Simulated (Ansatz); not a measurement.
Abridged output of a molecular run in Ansatz:

```
Functional definition: HF
1762 factors; integrals over basis functions are off by at most 1.0e-3 eV
mean field evaluation 1: about -13147.0127 eV, gradient 4.3e1 eV
mean field evaluation 2: about -13147.2559 eV, gradient 4.4e1 eV
mean field evaluation 4: about -13151.7375 eV, gradient 4.7e0 eV
mean field evaluation 8: about -13151.8090 eV, gradient 2.6e-1 eV
mean field -13151.80930322 eV, -483.3200772767 hartree, gradient 5.4e-6 eV, S^2 0.000000; 0 other end points of the search recorded, 0 dependent functions left out
9 core orbitals not correlated: weight in the atoms' cores, before any rotation towards them, 1.000 or more for the frozen orbitals, at most 0.000 for the correlated occupied ones
reference -13151.80930322 eV, -483.3200772767 hartree; 16, 16 occupied and 281, 281 virtual orbitals, 1762 factors
second order -24.54477210 eV of doubles, -0.00000000 eV of singles
cycle   1  -25.38681395 eV  change   -8.4e-1 eV  update   9.7e-2
cycle   2  -25.97015227 eV  change   -5.8e-1 eV  update   2.8e-2
cycle   3  -26.07334639 eV  change   -1.0e-1 eV  update   1.3e-2
cycle   4  -26.06830030 eV  change    5.0e-3 eV  update   3.0e-3
cycle   5  -26.06769544 eV  change    6.0e-4 eV  update   1.3e-3
cycle   6  -26.06793087 eV  change   -2.4e-4 eV  update   3.6e-4
cycle   7  -26.06777562 eV  change    1.6e-4 eV  update   1.5e-4
cycle   8  -26.06775361 eV  change    2.2e-5 eV  update   5.1e-5
cycle   9  -26.06776445 eV  change   -1.1e-5 eV  update   2.1e-5
perturbative correction -0.97064860 eV, -0.0356706783 hartree
Total energy: -13178.84771627 eV, -484.3137206290 hartree
```

Its atoms:

Z-matrix (Å, degrees):
```
C
Si 1 1.876
H 1 1.093 2 111.7
H 1 1.093 2 110.7 3 -119.1
H 1 1.094 2 111.3 3 121.2
C 2 1.873 1 111.0 3 177.8
C 2 1.894 1 108.9 3 -61.2
H 2 1.491 1 108.7 3 57.1
H 6 1.093 2 111.2 1 179.5
H 6 1.093 2 111.0 1 -60.6
H 6 1.093 2 111.1 1 59.3
O 7 1.425 2 113.5 1 53.1
H 7 1.094 2 109.5 1 171.4
H 7 1.101 2 110.3 1 -72.4
H 12 0.960 7 108.3 2 -57.1
```

(1) Which basis set was used?
A. def2-TZVPP
B. cc-pV(Q+d)Z
C. def2-SVP
D. def2-SVPD

(2) Write the keys of the input that set method, charge and spin (a neutral closed shell needs none for the last two).

Results:

(1) A. It gives 306 functions.

(2) 
```yaml
correlation: {method: ccsd_t}
```
